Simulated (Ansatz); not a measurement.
`NC[Se][SiH3]` + H₂ → `C[Se][SiH3]` + NH₃ at 500 K and 1 bar (hydrogenolysis of a C–N bond).

Program: Ansatz. Geometries: PBE0-D4/def2-TZVP. ΔE: electronic, gas phase. CBS: MP2 limit from def2 TZ/QZ plus the TZ coupled-cluster correction, frozen cores. This one scheme is used for every species. For Se outer-core shells are correlated without core-valence functions, which leaves a few kJ/mol of doubt a bond. Scalar relativity is left out up to krypton. Each species was taken in one conformer, which may not be the lowest.

| species | CCSD(T)/CBS energy (Eh) | H − E (kJ/mol) | S (J/(mol·K)) |
| --- | --- | --- | --- |
| `NC[Se][SiH3]` | -2786.75811 | 259.1 | 409.8 |
| H₂ | -1.17544 | 41.0 | 145.5 |
| `C[Se][SiH3]` | -2731.45956 | 203.8 | 380.5 |
| NH₃ | -56.50880 | 108.2 | 211.8 |

H − E and S are ideal-gas, rigid-rotor, harmonic terms from PBE0-D4/def2-TZVP, for one conformer and one mirror image of each species. The MP2-based limit puts H₂ 0.8 mEh under its directly extrapolated value; such offsets cancel only in part. 1 Eh = 2625.50 kJ/mol, R = 8.31446 J/(mol·K).

**Question.** By hand: ΔE, ΔH, ΔS and ΔG.

**Answer.** ΔE = (-2731.45956) + (-56.50880) − (-2786.75811) − (-1.17544) = -0.03481 Eh = -91.4 kJ/mol. Δ(H − E) = 203.8 + 108.2 − 259.1 − 41.0 = 11.9, so ΔH = -79.5 kJ/mol. ΔS = 380.5 + 211.8 − 409.8 − 145.5 = 37.0 J/(mol·K). ΔG = -79.5 − 500 × (37.0)/1000 = -98.0 kJ/mol.

**Question.** By hand: the equilibrium constant, and the temperature at which ΔG would vanish if ΔH and ΔS stayed fixed.

**Answer.** log₁₀ K = −ΔG/(RT ln 10) = 10.2. ΔH and −TΔS have one sign here, so there is no such temperature.

ΔH outweighs TΔS. A doubt of 5 kJ/mol in ΔE shifts log₁₀ K by 0.5 here. Other conformers and mirror images would add mixing entropy, several J/(mol·K) or more a flexible species. These are equilibria of isolated gas molecules and say nothing of rates. Largest T1 diagnostic: 0.010 (customary marks: 0.02 for closed shells, 0.045 for open ones).
